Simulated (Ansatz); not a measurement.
Geometry optimisation of CH₉NO₂Si₂, SMILES `CN([SiH2]O)[SiH2]O`.

```yaml
crystal:
  periodic: [false, false, false]
  atoms:
    - {symbol: C, position_ang: [-0.528130, 1.688070, 0.608100]}
    - {symbol: N, position_ang: [-0.149680, 0.411260, 0.041740]}
    - {symbol: Si, position_ang: [-1.401020, -0.400960, -0.871350]}
    - {symbol: O, position_ang: [-0.821850, -1.756940, -1.526420]}
    - {symbol: Si, position_ang: [1.332250, -0.239330, 0.620330]}
    - {symbol: O, position_ang: [1.608080, -1.590960, -0.264000]}
    - {symbol: H, position_ang: [0.354800, 2.264110, 0.879050]}
    - {symbol: H, position_ang: [-1.109210, 2.259280, -0.114800]}
    - {symbol: H, position_ang: [-1.138100, 1.559380, 1.506750]}
    - {symbol: H, position_ang: [-2.514420, -0.747090, 0.018600]}
    - {symbol: H, position_ang: [-1.799190, 0.516760, -1.940330]}
    - {symbol: H, position_ang: [0.085630, -1.972660, -1.296790]}
    - {symbol: H, position_ang: [2.405310, 0.728460, 0.372910]}
    - {symbol: H, position_ang: [1.285800, -0.619570, 2.039020]}
    - {symbol: H, position_ang: [2.389720, -2.099800, -0.072790]}
basis:
  gaussian: {orbitals: def2-TZVP}
hamiltonian: {xc: pbe0, dispersion: d4}
relax: {f_tol: 0.005, max_steps: 150}
```

```sh
$ ansatz run in.yaml --threads 2 --pin off --events-out ev --progress --plain --max-ram 32768MiB --backend cuda --devices 0, --max-vram 18GiB
```

Output, abridged:

```
Functional definition: PBE0
  name "PBE0"
  cite "Adamo & Barone, J. Chem. Phys. 110, 6158 (1999) doi:10.1063/1.478522"
  cite "Perdew, Burke & Ernzerhof, Phys. Rev. Lett. 77, 3865 (1996) doi:10.1103/PhysRevLett.77.3865"
  parent pbe
  parameter a = 0.25
  parameter kappa = 0.804
  parameter beta = 0.06672455060314922
  exchange = (1 - a)*pbe_x(kappa = kappa, mu = beta*pi^2/3) + a*exact_x
  correlation = pbe_c(beta = beta)
mean field -22515.85753123 eV, -827.4425024763 hartree, gradient 6.5e-5 eV, S^2 0.000000; 0 other end points of the search recorded, 0 dependent functions left out
the calculation of the forces begins
relax step   1: F+E_penalty+E_count = -22516.18640611 eV  Δ(F+E_penalty+E_count) = +0.000e0 eV  max|allowed force component| = 7.669e-1 eV/Å  Δτ_max = 0.0000 Å  (27 SCF iters, accepted)
these checks for a lower state are left out or cut short: starts, cluster_reference, orbital_swaps, neighbouring_geometries, increment
mean field -22515.93097870 eV, -827.4452016209 hartree, gradient 2.2e-5 eV, S^2 0.000000; 0 other end points of the search recorded, 0 dependent functions left out
the calculation of the forces begins
relax step   2: F+E_penalty+E_count = -22516.25838658 eV  Δ(F+E_penalty+E_count) = -7.198e-2 eV  max|allowed force component| = 3.547e-1 eV/Å  Δτ_max = 0.0622 Å  (31 SCF iters, accepted)
these checks for a lower state are left out or cut short: starts, cluster_reference, orbital_swaps, neighbouring_geometries, increment
mean field -22515.93994087 eV, -827.4455309748 hartree, gradient 2.2e-5 eV, S^2 0.000000; 0 other end points of the search recorded, 0 dependent functions left out
the calculation of the forces begins
relax step   3: F+E_penalty+E_count = -22516.26720556 eV  Δ(F+E_penalty+E_count) = -8.819e-3 eV  max|allowed force component| = 1.428e-1 eV/Å  Δτ_max = 0.0277 Å  (31 SCF iters, accepted)
these checks for a lower state are left out or cut short: starts, cluster_reference, orbital_swaps, neighbouring_geometries, increment
mean field -22515.94868258 eV, -827.4458522268 hartree, gradient 2.6e-5 eV, S^2 0.000000; 0 other end points of the search recorded, 0 dependent functions left out
the calculation of the forces begins
relax step   4: F+E_penalty+E_count = -22516.27540316 eV  Δ(F+E_penalty+E_count) = -8.198e-3 eV  max|allowed force component| = 1.586e-1 eV/Å  Δτ_max = 0.0758 Å  (31 SCF iters, accepted)
these checks for a lower state are left out or cut short: starts, cluster_reference, orbital_swaps, neighbouring_geometries, increment
mean field -22515.90207720 eV, -827.4441395104 hartree, gradient 2.2e-5 eV, S^2 0.000000; 0 other end points of the search recorded, 0 dependent functions left out
the calculation of the forces begins
relax step   5: F+E_penalty+E_count = -22516.22811194 eV  Δ(F+E_penalty+E_count) = +4.729e-2 eV  max|allowed force component| = 1.420e0 eV/Å  Δτ_max = 0.1716 Å  (36 SCF iters, rejected (line search))
these checks for a lower state are left out or cut short: starts, cluster_reference, orbital_swaps, neighbouring_geometries, increment
mean field -22515.96109465 eV, -827.4463083617 hartree, gradient 2.7e-5 eV, S^2 0.000000; 0 other end points of the search recorded, 0 dependent functions left out
the calculation of the forces begins
relax step   6: F+E_penalty+E_count = -22516.28793767 eV  Δ(F+E_penalty+E_count) = -1.253e-2 eV  max|allowed force component| = 9.182e-2 eV/Å  Δτ_max = 0.0858 Å  (29 SCF iters, accepted)
these checks for a lower state are left out or cut short: starts, cluster_reference, orbital_swaps, neighbouring_geometries, increment
mean field -22515.95843323 eV, -827.4462105565 hartree, gradient 1.2e-5 eV, S^2 0.000000; 0 other end points of the search recorded, 0 dependent functions left out
[...]
the calculation of the forces begins
relax step  15: F+E_penalty+E_count = -22516.31705899 eV  Δ(F+E_penalty+E_count) = -1.420e-3 eV  max|allowed force component| = 1.798e-1 eV/Å  Δτ_max = 0.0870 Å  (30 SCF iters, accepted)
these checks for a lower state are left out or cut short: starts, cluster_reference, orbital_swaps, neighbouring_geometries, increment
mean field -22515.98978793 eV, -827.4473628203 hartree, gradient 2.4e-5 eV, S^2 0.000000; 0 other end points of the search recorded, 0 dependent functions left out
the calculation of the forces begins
relax step  16: F+E_penalty+E_count = -22516.31795796 eV  Δ(F+E_penalty+E_count) = -8.990e-4 eV  max|allowed force component| = 1.494e-1 eV/Å  Δτ_max = 0.0252 Å  (31 SCF iters, accepted)
these checks for a lower state are left out or cut short: starts, cluster_reference, orbital_swaps, neighbouring_geometries, increment
mean field -22515.99095131 eV, -827.4474055739 hartree, gradient 2.5e-5 eV, S^2 0.000000; 0 other end points of the search recorded, 0 dependent functions left out
the calculation of the forces begins
relax step  17: F+E_penalty+E_count = -22516.31924840 eV  Δ(F+E_penalty+E_count) = -1.290e-3 eV  max|allowed force component| = 8.063e-2 eV/Å  Δτ_max = 0.0635 Å  (30 SCF iters, accepted)
these checks for a lower state are left out or cut short: starts, cluster_reference, orbital_swaps, neighbouring_geometries, increment
mean field -22515.99104586 eV, -827.4474090484 hartree, gradient 2.4e-5 eV, S^2 0.000000; 0 other end points of the search recorded, 0 dependent functions left out
the calculation of the forces begins
relax step  18: F+E_penalty+E_count = -22516.31957355 eV  Δ(F+E_penalty+E_count) = -3.251e-4 eV  max|allowed force component| = 3.015e-2 eV/Å  Δτ_max = 0.0381 Å  (30 SCF iters, accepted)
these checks for a lower state are left out or cut short: starts, cluster_reference, orbital_swaps, neighbouring_geometries, increment
mean field -22515.99125033 eV, -827.4474165626 hartree, gradient 2.4e-5 eV, S^2 0.000000; 0 other end points of the search recorded, 0 dependent functions left out
the calculation of the forces begins
relax step  19: F+E_penalty+E_count = -22516.31972018 eV  Δ(F+E_penalty+E_count) = -1.466e-4 eV  max|allowed force component| = 2.196e-2 eV/Å  Δτ_max = 0.0139 Å  (31 SCF iters, accepted)
these checks for a lower state are left out or cut short: starts, cluster_reference, orbital_swaps, neighbouring_geometries, increment
mean field -22515.99131184 eV, -827.4474188231 hartree, gradient 2.4e-5 eV, S^2 0.000000; 0 other end points of the search recorded, 0 dependent functions left out
the calculation of the forces begins
relax step  20: F+E_penalty+E_count = -22516.31976737 eV  Δ(F+E_penalty+E_count) = -4.719e-5 eV  max|allowed force component| = 8.861e-3 eV/Å  Δτ_max = 0.0026 Å  (33 SCF iters, accepted)
these checks for a lower state are left out or cut short: starts, cluster_reference, orbital_swaps, neighbouring_geometries, increment
mean field -22515.99131115 eV, -827.4474187979 hartree, gradient 2.4e-5 eV, S^2 0.000000; 0 other end points of the search recorded, 0 dependent functions left out
the calculation of the forces begins
relax step  21: F+E_penalty+E_count = -22516.31980801 eV  Δ(F+E_penalty+E_count) = -4.065e-5 eV  max|allowed force component| = 8.085e-3 eV/Å  Δτ_max = 0.0110 Å  (31 SCF iters, accepted)
these checks for a lower state are left out or cut short: starts, cluster_reference, orbital_swaps, neighbouring_geometries, increment
mean field -22515.99134846 eV, -827.4474201689 hartree, gradient 2.4e-5 eV, S^2 0.000000; 0 other end points of the search recorded, 0 dependent functions left out
the calculation of the forces begins
relax step  22: F+E_penalty+E_count = -22516.31982160 eV  Δ(F+E_penalty+E_count) = -1.359e-5 eV  max|allowed force component| = 3.684e-3 eV/Å  Δτ_max = 0.0069 Å  (32 SCF iters, accepted)
mean field -22515.99134846 eV, -827.4474201689 hartree, gradient 8.8e-5 eV, S^2 0.000000; 1 other end points of the search recorded, 0 dependent functions left out
the calculation of the forces begins
Total energy: -22516.31985845 eV, -827.4594926883 hartree
Atom 0 at    -0.455258     1.798717     0.440894 Å, force     0.000584     0.001007    -0.000311 eV/Å
Atom 1 at    -0.200505     0.383772     0.181086 Å, force     0.003538    -0.000562     0.003072 eV/Å
Atom 2 at    -1.439583    -0.486541    -0.663190 Å, force    -0.002156    -0.001669    -0.003684 eV/Å
Atom 3 at    -0.845434    -1.946059    -1.108367 Å, force    -0.000244     0.000934     0.000531 eV/Å
Atom 4 at     1.257851    -0.345257     0.697345 Å, force    -0.001028     0.002079    -0.001446 eV/Å
Atom 5 at     1.895050    -1.166005    -0.600331 Å, force     0.001145    -0.002479     0.001627 eV/Å
Atom 6 at     0.475258     2.325681     0.664399 Å, force    -0.000702    -0.000503     0.000307 eV/Å
Atom 7 at    -0.902598     2.278985    -0.435930 Å, force     0.000525    -0.000447     0.000376 eV/Å
Atom 8 at    -1.133525     1.948797     1.287675 Å, force     0.000182     0.000156    -0.000337 eV/Å
Atom 9 at    -2.633617    -0.760807     0.176159 Å, force     0.000610     0.000034     0.000314 eV/Å
Atom 10 at    -1.854756     0.369129    -1.810725 Å, force    -0.001495    -0.000298     0.000055 eV/Å
Atom 11 at     0.078528    -1.931432    -1.385319 Å, force     0.000826    -0.000045     0.000094 eV/Å
Atom 12 at     2.154673     0.751709     1.147665 Å, force     0.000843     0.001242     0.000252 eV/Å
Atom 13 at     1.105375    -1.339986     1.794880 Å, force    -0.000782    -0.001239     0.000470 eV/Å
Atom 14 at     2.498530    -1.880693    -0.386222 Å, force    -0.001845     0.001790    -0.001319 eV/Å
Dipole moment:     0.365358     0.158415     0.166666 e Å
```

Run time 87 s (2 threads of an AMD EPYC 7R13 on a shared host and a share of an NVIDIA H100 80 GB); peak host memory 0.91 GiB.
